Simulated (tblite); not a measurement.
Input of a run (GFN2-xTB geometry optimisation, gas phase (tblite 0.8.0)), started from a force field or distance geometry:
```
{"job": {"kind": "relax", "xc": "GFN2-xTB", "basis": "xTB"}, "charge": 0, "multiplicity": 2}
F     -1.425600     0.338900    -1.223000
C     -1.332300     0.083400     0.125800
Cl    -2.652600     0.579400     1.141000
C     -0.702000    -1.168100     0.479400
C      0.052000     0.039900     0.720100
C      1.199300     0.423700    -0.149600
Cl     2.686400    -0.317700     0.490000
H     -0.439300    -1.912500    -0.252400
H      0.189800     0.330900     1.747900
H      1.341100     1.508100    -0.132700
H      1.088700     0.096700    -1.187600
```

Output (eV, eV/Å):
```
step      E/eV     max force
  0    -661.40828    1.646
  1    -661.45747    0.800
  2    -661.50609    0.792
  3    -661.56560    0.558
  4    -661.58277    0.422
  5    -661.59345    0.211
  6    -661.59653    0.154
  7    -661.59892    0.145
  8    -661.60085    0.137
  9    -661.60280    0.101
 10    -661.60448    0.115
 11    -661.60585    0.108
 12    -661.60671    0.082
 13    -661.60721    0.060
 14    -661.60759    0.061
 15    -661.60799    0.065
 16    -661.60841    0.064
 17    -661.60878    0.062
 18    -661.60910    0.055
 19    -661.60938    0.048
 20    -661.60959    0.043
 21    -661.60972    0.027
 22    -661.60980    0.025
 23    -661.60989    0.030
 24    -661.60998    0.036
 25    -661.61004    0.023
 26    -661.61008    0.016
 27    -661.61010    0.014
 28    -661.61012    0.015
 29    -661.61013    0.011
 30    -661.61014    0.009
```

Question: Summarise the run.

Answer: The energy falls by 4.7 kcal/mol over 30 L-BFGS steps, the largest force on an atom goes from 1.65 to 0.009 eV/Å, and the atoms move by 0.087 Å rms after alignment. Among the bonds, C2–Cl3, C4–C5 and C5–C6 change most and about equally (+0.023 to +0.024 Å). Bonds longer at the end by more than 0.005 Å: 5 of 11; shorter: 2. Among the angles that change most is C2–C4–H8, from 122.6° to 132.2°. Among the dihedrals that turn most is H8–C4–C5–C2, from 113° to 124°. The energy never rose by more than 1e-5 eV on the way. The first step brought 24 % of the lowering.

Question: What are the final bond lengths?

Answer: F1–C2 1.364 Å, C2–Cl3 1.761 Å, C2–C4 1.445 Å, C4–C5 1.468 Å, C5–C6 1.513 Å, C6–Cl7 1.784 Å, C2–C5 1.525 Å, C4–H8 1.067 Å, C5–H9 1.086 Å, C6–H10 1.091 Å, C6–H11 1.090 Å. Numbering counts from 1 in the input's order; the species is `F[C@@]1(Cl)[CH][C@H]1CCl` [radical].

Its GFN2-xTB frequencies are all real (lowest 42 cm⁻¹). 2 starts were optimised and ended at 0.00 and 0.56 kcal/mol (GFN2-xTB); the lowest of these is shown.

One conformer stands for the species.

The numbers are calculated, not measured.
